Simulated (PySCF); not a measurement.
Ga(Me)(NH2) (CH5GaN), SMILES [CH3][Ga+][NH2], charge +1. Atoms are numbered in the order given.

```xyz
8

Ga     0.0044    -0.0213     0.0159
C     -0.2267     1.5034    -1.0972
H     -1.0362     2.1250    -0.6845
H     -0.5006     1.1674    -2.1091
H      0.7113     2.0772    -1.1294
N      0.2127    -1.4246     1.0391
H      0.5673    -2.3197     0.7079
H     -0.0079    -1.4389     2.0330
```
Charge +1, spin multiplicity 1.

Geometry optimised at ωB97X-D3(BJ)/def2-SVP. The spin state was assumed, not searched. The isomer is the one that the SMILES or the coordinates give; other isomers of the formula were not compared. One conformer was computed; it need not be the lowest.

Calculation: PBE/def2-TZVPD in PySCF.

Mulliken values depend strongly on the basis, most of all with diffuse functions as here. ESP charges are fitted to the potential on shells at 1.4 to 2.0 van der Waals radii. Atomic charges (e):

```
atom  Mulliken  ESP fit
----  --------  -------
Ga1       0.38     1.19
C2       -0.63        …
H3        0.28        …
H4        0.28        …
H5        0.28        …
N6       -0.07    -1.22
H7        0.24        …
H8        0.24        …
```

### Question
Fill in the missing entries. (An estimate is asked for; the answer gives what the named calculation found.)

### Answer

- C2, ESP fit: -0.77
- H3, ESP fit: 0.26
- H4, ESP fit: 0.26
- H5, ESP fit: 0.26
- H7, ESP fit: 0.51
- H8, ESP fit: 0.51
